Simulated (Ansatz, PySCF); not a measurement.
Gas-phase reaction (SMILES): FB(Br)Br + O (H2O) → OB(Br)Br [dibromoborinic acid] + F (HF); water cleaves one B-F bond, a model of a ligand-exchange step.

Geometries: B3LYP-D3(BJ)/def2-TZVP minima from Ansatz (an electronic-structure program), one conformer each, not searched for the lowest. Correlated levels leave the core frozen unless marked. Spin-orbit coupling is left out. The frozen core is the preceding noble-gas configuration, with the filled d and f shells of earlier blocks. Non-relativistic. CBS marks a two-point X^-3 extrapolation of the correlation energy; Hartree-Fock from the larger set (for Q and 5 zeta extrapolated as (X+1)exp(-9√X)). Thermal terms are rigid-rotor harmonic-oscillator values from B3LYP-D3(BJ) frequencies (Ansatz or PySCF) at 298.15 K and 1 atm. 1 Eh = 627.5095 kcal/mol.

```tsv
species	E, CCSD(T)/CBS(cc-pVQZ,cc-pV5Z) (Ansatz) (Eh)	E, wB97M-V/def2-TZVPD (Ansatz) (Eh)	H - E (Eh)
FB(Br)Br	-5270.07738	-5272.87288	0.01343
O (H2O)	-76.37670	-76.43347	0.02495
OB(Br)Br	-5246.05938	-5248.84419	0.02594
F (HF)	-100.39528	-100.46200	0.01259
```

**Question.** Work out ΔE and ΔH at 298.15 K at the first level, then ΔH at the second.

**Answer.** 
1. ΔE = [(-5246.05938) + (-100.39528)] - [(-5270.07738) + (-76.37670)] = -0.00058 Eh = -0.4 kcal/mol at CCSD(T)/CBS(cc-pVQZ,cc-pV5Z).
2. The terms H - E add up to 0.00015 Eh, so ΔH = (-0.00058 + (0.00015))×627.5095 = -0.3 kcal/mol.
3. At wB97M-V/def2-TZVPD the same steps give ΔE = 0.1 and ΔH = 0.2 kcal/mol, a shift of +0.5 from the first level.
4. These values are not checked against measurement here, since the tables used lack a sound gas-phase enthalpy of formation for at least one species.
